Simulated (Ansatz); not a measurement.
A nudged elastic band was laid between two geometries of a periodic cell of 19 atoms, MgC₁₈ (surface graphene monolayer, adsorbate Mg).

All numbers below come from DFT PBE-D3(BJ), scalar-relativistic, plane waves, PAW (Ansatz 0.2.0). Settings: cutoff 420 eV, k mesh 2x2x1, fermi-dirac smearing 0.05 eV, no spin polarisation.

- movable images: 5
- climbing image: yes
- spring: 5.0 eV/Å²
- optimiser: quadratic models (default)
- start path: IDPP
- force threshold: 0.05 eV/Å
- iteration limit: 29
- end points: relaxed

Initial state:

```xyz
19
Lattice="7.3980 0.0000 0.0000 -3.6990 6.4069 0.0000 0.0000 0.0000 12.0000" Properties=species:S:1:pos:R:3
C 0.020 0.008 0.937
C 1.262 0.725 0.937
C -1.208 2.150 0.931
C 0.021 2.860 0.931
C -2.437 4.279 0.931
C -1.208 4.989 0.931
C 2.491 0.016 0.935
C 3.719 0.725 0.937
C 1.263 2.143 0.935
C 2.491 2.852 0.937
C 0.021 4.279 0.931
C 1.263 4.996 0.935
C 4.961 0.007 0.937
C 6.190 0.716 0.935
C 3.719 2.143 0.935
C 4.961 2.860 0.931
C 2.491 4.287 0.937
C 3.719 4.996 0.935
Mg -1.188 3.578 4.210
```

Final state:

Only the atoms that move by more than 0.05 Å are listed.
```
Mg19 0.045 5.714 4.210
```

(1) What changes between the two ends?

(2) Give the energies along the band, and the barrier.

(3) What is the geometry of the highest image?

Results:

(1) The atom that moves furthest is Mg19, by 2.47 Å.

(2) It converged. The highest image is number 3 of 0 to 6, 0.010 eV above the ends, which have the same energy within 2 meV. By the program's own check the climbing image is of a kind that is not told: the force calls were inconclusive, a negative curvature could not be distinguished from the path's own, the only one lies far off the path, or fixed occupations may fill a level only in part (lowest curvatures found: -0.03 and 2.65 eV/Å²). Limits of this set-up: coarse k mesh, slab without dipole correction.

```tsv
image	path coordinate (Å)	energy (eV)
0	0.00	0.000
1	0.41	0.003
2	0.81	0.008
3	1.22	0.010
4	1.63	0.007
5	2.04	0.003
6	2.45	0.000
```

(3) 
```xyz
19
Lattice="7.3980 0.0000 0.0000 -3.6990 6.4069 0.0000 0.0000 0.0000 12.0000" Properties=species:S:1:pos:R:3
C 0.013 0.017 0.931
C 1.248 0.730 0.930
C -1.215 2.152 0.930
C 0.013 2.861 0.925
C -2.451 4.284 0.927
C -1.216 4.998 0.921
C 2.484 0.018 0.927
C 3.712 0.726 0.932
C 1.249 2.148 0.929
C 2.484 2.862 0.932
C 0.014 4.288 0.921
C 1.249 5.002 0.925
C 4.948 0.013 0.930
C 6.183 0.726 0.932
C 3.712 2.153 0.934
C 4.947 2.866 0.932
C 2.485 4.288 0.929
C 3.712 4.998 0.930
Mg -0.409 4.548 4.314
```

Time of the run: 7 min on 1 CPU thread of a shared host.
